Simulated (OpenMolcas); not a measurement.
Fe2+ (d6) among equal point charges was computed by CASSCF with the d shell active (OpenMolcas, ANO-RCC-VDZP on the metal). Its lowest spin-free states, and all those of the highest spin:

| 2S+1 | Degeneracy | E (cm-1) |
| --- | --- | --- |
| 5 | 2 | 0.0 |
| 5 | 1 | 263.6 |
| 5 | 2 | 5016 |
| 3 | 2 | 20209 |
| 3 | 1 | 20245 |
| 3 | 1 | 21858 |
| 3 | 2 | 21929 |
| 3 | 1 | 23306 |
| 3 | 2 | 23416 |
| 3 | 2 | 24991 |
| 3 | 1 | 26089 |
| 3 | 2 | 26224 |

Is the site octahedral, tetrahedral or cube-like, axial, or of lower symmetry?

The states with 2S+1 = 5 have orbital degeneracies 2, 1, 2. There are pairs but no triples, so the site is axial: not cubic, but with a proper or improper axis of order three or more. The run had Fe2+ among 6 point charges of -1 e arranged as a trigonal antiprism (D3d), 1.82 Å from the ion, with a polar angle of 54.2° against the regular 54.74°.

An orbital doublet at a regular site is open to a Jahn-Teller distortion, which this geometry leaves out. Without dynamic correlation the repulsion within the d shell is too large (B by tens of per cent), so at a given field states of lower spin stand too high. This is an electrostatic model: the charges have no orbitals. No measured value stands beside these numbers.
